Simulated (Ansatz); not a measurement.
Reaction (formal exchange of groups at the Al–Br bond): `[F][Al]([SH])[Br]` + `N=CBr` → `N=[CH][Al]([F])[SH]` + Br₂

Computed with Ansatz on PBE0-D4/def2-TZVP structures; ΔE is electronic, products minus reactants. CBS: MP2 limit from def2 TZ/QZ plus the TZ coupled-cluster correction, frozen cores. Functionals use def2-TZVPP. B3LYP here is the variant with VWN-RPA as its local correlation; programs differ in this. For Br outer-core shells are correlated without core-valence functions, which leaves a few kJ/mol of doubt a bond. Scalar relativity is left out up to krypton. One conformer a species, not always the lowest.

`[F][Al]([SH])[Br]`:

```xyz
5

F     0.482    0.311   -2.114
Al    0.057    0.256   -0.533
S     0.417   -1.573    0.552
Br   -0.866    2.058    0.411
H    -0.090   -1.052    1.684
```

`N=CBr`:

```xyz
5

N    -0.487   -0.671    0.569
C     0.129    0.181   -0.099
Br    1.076    1.587    0.752
H    -0.939   -1.353   -0.040
H     0.221    0.257   -1.182
```

`N=[CH][Al]([F])[SH]`:

Cartesian coordinates in Å:
```
N 0.831 0.173 1.211
C 0.077 -0.727 0.715
Al -0.708 -0.180 -1.004
F -1.720 -1.180 -1.833
S -0.200 1.773 -1.766
H 1.244 -0.103 2.107
H -0.085 -1.686 1.228
H 0.560 1.930 -0.659
```

Br₂:

Z-matrix (Å, degrees):
```
Br
Br 1 2.282
```

**Question.** Is it downhill or uphill in electronic energy at CCSD(T)/CBS, and by how much? (An estimate is asked.)

**Answer.** Ansatz gave: Uphill: ΔE = +2.24 eV.

**Question.** What do these levels give: revPBE-D4, r2SCAN-D4, B3LYP-D4, BHLYP-D4, PBE-QIDH, PBE, CAM-B3LYP, LC-ωPBE, MP2/def2-SVP, CCSD/def2-TZVPP, CCSD(T)/def2-TZVPP, CCSD/CBS(def2)? (Best estimate.)

**Answer.** The calculation gave: revPBE-D4 2.14, r2SCAN-D4 2.34, B3LYP-D4 2.13, BHLYP-D4 2.23, PBE-QIDH 2.37, PBE 2.15, CAM-B3LYP 2.18, LC-ωPBE 2.27, MP2/def2-SVP 2.42, CCSD/def2-TZVPP 2.28, CCSD(T)/def2-TZVPP 2.27, CCSD/CBS(def2) 2.24 eV.

Largest T1 diagnostic among the species: 0.013.

From PBE to PBE0 (25 % exact exchange), in def2-TZVPP and without D4, ΔE moves by +0.09 eV. Leaving LDA and LC-ωPBE aside and taking each functional with its dispersion term where it has one, the values, not all of them listed here, spread over 0.32 eV, from BLYP-D4 to PBE-QIDH. LDA lies +0.09 eV from PBE without D4.
